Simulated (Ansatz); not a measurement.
Reaction (ligand exchange at the Al–S bond): `C[O][AlH][S][SiH3]` + H–F → `C[O][AlH][F]` + `[SiH3]S`

Isolated molecules relaxed with PBE0-D4/def2-TZVP in Ansatz; ΔE leaves out vibrations. CBS: MP2 limit from def2 TZ/QZ plus the TZ coupled-cluster correction, frozen cores. This one scheme is used for every species. DFT in def2-TZVPP. Each species was taken in one conformer, which may not be the lowest.

CCSD(T)/CBS gives -0.68 eV.

(1) Another level gave -0.90 eV. Which?
A. PBE0-D4/def2-TZVPP
B. ωB97M-V/def2-TZVPP
C. HF/def2-TZVPP
D. B2PLYP/def2-TZVPP

Largest T1 diagnostic among the species: 0.013.

Results:

(1) C. HF/def2-TZVPP -0.90, ωB97M-V -0.74, PBE0-D4 -0.60, B2PLYP -0.83 eV.

In def2-TZVPP, CCSD(T) changes the Hartree–Fock value by +0.18 eV (the triples alone add +0.04 eV) and MP2 by +0.22 eV. The D4 term adds +0.15 eV with B3LYP and +0.09 eV with PBE0; it sums over pairs of atoms, weighted by their polarisabilities, and B3LYP, whose exchange is more repulsive, gets the larger term. From PBE to PBE0 (25 % exact exchange), in def2-TZVPP and without D4, ΔE moves by +0.03 eV.

B3LYP here is the variant with VWN-RPA as its local correlation; programs differ in this.
